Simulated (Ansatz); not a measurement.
Q: Name a neutral molecule of C, Sb and H with LUMO energy (ωB97M-V/def2-TZVPP) between 1.25 and 1.55 eV and size of the dipole moment (B3LYP/def2-TZVPP) between 0.60 and 0.90 D (Ansatz, PBE0-D4/def2-TZVP geometry).

A: `[CH3][SbH2]` (1.34 eV, 0.73 D); `C[CH2][SbH2]` (1.37 eV, 0.89 D); `[CH3][SbH][CH3]` (1.51 eV, 0.69 D). Other molecules can fit too; these were computed, each in one conformer that needn't be the lowest.

B3LYP here is the variant with VWN-RPA as its local correlation; programs differ in this.
